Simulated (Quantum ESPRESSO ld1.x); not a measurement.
Values are calculated unless marked as measured or tabulated.
Sb47+, configuration [He] 2s2. Code: ld1.x of Quantum ESPRESSO 7.5. Model: Dirac Kohn-Sham, LDA (Slater exchange, Perdew-Zunger correlation), spin-unpolarised, spherical densities, point nucleus.

Normalised radial functions P(r) = r R(r) (large component), r in bohr:

```
   r/bohr * 1s1/2 (the largest magnitude, 5.21, reaches the edge; | marks zero)
 0.001737 |             *
 0.002104 |                *
  0.00255 |                   *
 0.003065 |                      *
 0.003713 |                         *
 0.004499 |                             *
 0.005452 |                                 *
 0.006553 |                                      *
  0.00794 |                                          *
 0.009621 |                                              *
  0.01166 |                                                  *
  0.01401 |                                                    *
  0.01698 |                                                      *
  0.02057 |                                                      *
  0.02493 |                                                    *
  0.02996 |                                               *
   0.0363 |                                         *
  0.04399 |                                 *
   0.0533 |                        *
  0.06407 |                 *
  0.07763 |          *
  0.09406 |     *
    0.114 | *
    0.137 |*
    0.166 *
   0.2011 *
   0.2437 *
   0.2929 *
   0.3549 *
```

1s1/2: eigenvalue -34828 eV, 0 radial nodes, <r> = 0.0283 bohr, 90 % of the charge inside 0.0508 bohr.
